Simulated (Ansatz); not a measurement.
Program: Ansatz. Geometries: PBE0-D4/def2-TZVP. ΔE: electronic, gas phase. CBS: MP2 limit from def2 TZ/QZ plus the TZ coupled-cluster correction, frozen cores. This one scheme is used for every species. DFT in def2-TZVPP. B3LYP here is the variant with VWN-RPA as its local correlation; programs differ in this. Elements past krypton have def2 core potentials. For Mo outer-core shells are correlated without core-valence functions, which leaves a few kJ/mol of doubt a bond. Each species was taken in one conformer, which may not be the lowest.

Consider the formal hydrolysis of a Mo–F bond: `[NH2][Mo](=[O])([F])=[S]` + H₂O → `[NH2][Mo](=[O])([OH])=[S]` + H–F.

```json
{"level": "r2SCANh-D4", "ΔE (kcal/mol)": "7.6", "difference from CCSD(T)/CBS": "1.3"}
{"level": "PBE", "ΔE (kcal/mol)": "8.2", "difference from CCSD(T)/CBS": "1.9"}
{"level": "r2SCAN", "ΔE (kcal/mol)": "8.2", "difference from CCSD(T)/CBS": "1.9"}
{"level": "B3LYP", "ΔE (kcal/mol)": "8.4", "difference from CCSD(T)/CBS": "2.1"}
{"level": "r2SCANh", "ΔE (kcal/mol)": "7.8", "difference from CCSD(T)/CBS": "1.5"}
{"level": "CAM-B3LYP", "ΔE (kcal/mol)": "8.3", "difference from CCSD(T)/CBS": "2.0"}
{"level": "CCSD/def2-SVP", "ΔE (kcal/mol)": "7.2", "difference from CCSD(T)/CBS": "0.9"}
{"level": "SCS-MP2/def2-TZVPP", "ΔE (kcal/mol)": "6.5", "difference from CCSD(T)/CBS": "0.2"}
{"level": "HF/def2-QZVPP", "ΔE (kcal/mol)": "8.0", "difference from CCSD(T)/CBS": "1.7"}
{"level": "HF/CBS(def2)", "ΔE (kcal/mol)": "8.1", "difference from CCSD(T)/CBS": "1.8"}
{"level": "CCSD(T)/CBS", "ΔE (kcal/mol)": "6.3", "difference from CCSD(T)/CBS": "0"}
```

Largest T1 diagnostic among the species: 0.025, so the coupled-cluster value is less sure than usual.

At CCSD(T), def2-SVP lies +0.7 kcal/mol from the extrapolated value and def2-TZVPP −0.2 kcal/mol. The D4 term adds −1.0 kcal/mol with B3LYP and −0.5 kcal/mol with PBE0; it sums over pairs of atoms, weighted by their polarisabilities, and B3LYP, whose exchange is more repulsive, gets the larger term. Leaving LDA and LC-ωPBE aside and taking each functional with its dispersion term where it has one, the values, not all of them listed here, spread over 2.5 kcal/mol, from PBE-QIDH to B97M-V. LDA lies −1.7 kcal/mol from PBE without D4.
